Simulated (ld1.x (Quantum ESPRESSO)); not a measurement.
**osmium, TM semilocal: configuration errors across variants**

| Item | Value |
| --- | --- |
| Element | osmium (Os) |
| Generator | ld1.x (Quantum ESPRESSO) 7.5 |
| Type | norm-conserving Troullier–Martins (semilocal form) |
| Functional | PBEsol |
| Relativity | scalar-relativistic |
| Frozen core | [Kr] 4d10 4f14 |
| Valence charge | 16 |
| Reference configuration | 5s2 5p6 5d6 6s1.5 6p0 (charge +0.5) |
| Partial waves | 5s (bound): rc 1.55 bohr; 5p (bound): rc 1.55 bohr; 5d (bound): rc 1.65 bohr |
| Local potential | the d channel |
| Core correction | none |

Occupied shells without a wave of their own: 6s. They enter only through the test configuration that unscreens the potential.

All-electron excitation energies from the reference (eV): (1) 5s2 5p6 5d6 6s2 6p0 -3.936; (2) 5s2 5p6 5d6 6s1 6p0 5.688; (3) 5s2 5p6 5d6 6s0 6p0 22.627; (4) 5s2 5p6 5d5 6s2 6p1 2.214; (5) 5s2 5p6 5d7 6s1 6p0 -3.609; (6) 5s2 5p6 5d6 6s0 6p2 6.615; (7) 5s2 5p6 5d6 6s0 6p1 11.904.

In the semilocal form every listed channel keeps its own potential, so the choice of the local channel does not act on these tests. It acts once the file is put into the separable form.

A semilocal file is local in each channel, so a ghost entry of none says nothing of the separable form that plane-wave codes build from it.

For the base: The 6s level has no wave, so the channel is fitted at the deeper level alone: the likely source of the large errors.

On the changes marked as counting shells twice: ld1.x takes every shell without a wave as core, so the model core holds the marked electrons as well and exchange and correlation see them twice. This cancels in the reference configuration, but the file is broken for other ones, and its errors say nothing about a proper core correction.

1 further variants failed, have other tests or another functional or relativity, and are left out.

The file “base” misses its own reference levels by 2.1 eV. The file “local potential the p channel” misses its own reference levels by 2.1 eV. The file “wave 5p (bound): rc 1.55 bohr becomes 5p (bound): rc 2.14 bohr” misses its own reference levels by 2.1 eV. The file “core correction a·sin(br)/r model core inside 1.74 bohr (6s counted twice)” misses its own reference levels by 2.1 eV. The file “type RRKJ, which also changes the form from semilocal to separable; local potential the s channel; rho0 0.01” misses its own reference levels by 2.1 eV.

Errors AE − PS in meV (a dash: test not solved or not reliable):

```csv
change,(1),(2),(3),(4),(5),(6),(7),bound ghosts
base,+940,-1144,-4136,+1294,-873,-3075,-3497,none
local potential the p channel,+940,-1144,-4136,+1294,-873,-3075,-3497,none
wave 5p (bound): rc 1.55 bohr becomes 5p (bound): rc 2.14 bohr,+940,-1144,-4137,+1543,-874,-2550,-3132,none
core correction a·sin(br)/r model core inside 1.74 bohr (6s counted twice),+917,-1169,-4382,+1220,-883,-3217,-3540,none
"all radii scaled by about 0.75 (s 1.16, p 1.16, d 1.24 bohr)",+91,-111,-403,+142,-83,-264,-317,none
"type RRKJ, which also changes the form from semilocal to separable; local potential the s channel; rho0 0.01",+940,-1144,-4137,+1250,-873,-3171,-3564,none
```

Question: Give the same row for: wave 5d (bound): rc 1.65 bohr becomes 5d (bound): rc 1.14 bohr.

Answer: +941, -1143, -4134, +1296, -874, -3075, -3496; bound ghosts: none.
